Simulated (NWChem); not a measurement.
System: InH₂OF; SMILES [OH][InH][F]

```xyz
5

In    -0.2954     0.0096     0.0000
H     -1.9878    -0.0771     0.0000
F      0.8246    -1.6051     0.0000
O      0.9017     1.5914     0.0000
H      1.8287     1.3223     0.0000
```
Atoms are numbered in this order, from 1.

Computed with NWChem. Coordinates come from a PBE0/def2-SVP (def2 core potentials past Kr) optimisation.

Task: Predict the results for Hartree-Fock/3-21G, non-relativistic. Quantities: highest occupied level (eV); orbital gap (eV); dipole (D).

Result: highest occupied level (eV): -12.19
orbital gap (eV): 13.58
dipole (D): 1.30
